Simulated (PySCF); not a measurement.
**C₆ coefficients of unlike pairs at PBE0**

Calculated with PySCF 2.14 from the dipole response of each species, C₆(A,B) = (3/π) ∫ α_A(iu) α_B(iu) du, in atomic units, from isotropic polarisabilities. For ions this is the dispersion term alone; charge-induced terms of lower order in 1/R come first.

```
species       configuration                                                                             basis      relativity  α (bohr³)  C₆ (like pair)
      P   [Ne] 3s2 3p3 (4S)                                                              dyall-av2z (13s9p2d)            none      25.54           193.4
    Ti+   [Ar] 3d2 4s1 (4F)  aug-cc-pVTZ with one added diffuse shell each of s, p, d, f, g type (9s8p6d4f3g)            none      51.19           328.8
 Pt(3+)  [Xe] 4f14 5d7 (4F)              def2-TZVPPD with the def2 core potential (60 electrons) (6s5p3d2f1g)  core potential      5.871           33.65
 Ar(3+)   [Ne] 3s2 3p3 (4S)                                                           dyall-av3z (19s12p3d2f)            none      3.580           9.747
```

(1) Estimate C₆ for Ti+ with P.

No spin-orbit coupling is included.

The other pairs:

```
          pair     C₆
Ar(3+), Pt(3+)  17.91
   Ar(3+), Ti+  43.51
   Pt(3+), Ti+  75.02
     Pt(3+), P  68.27
     Ar(3+), P  39.27
```

Answers

(1) The integral gives 236.2. The combination rule 2 C_A C_B / (C_A α_B/α_A + C_B α_A/α_B) gives 230.6 and the geometric mean 252.2.
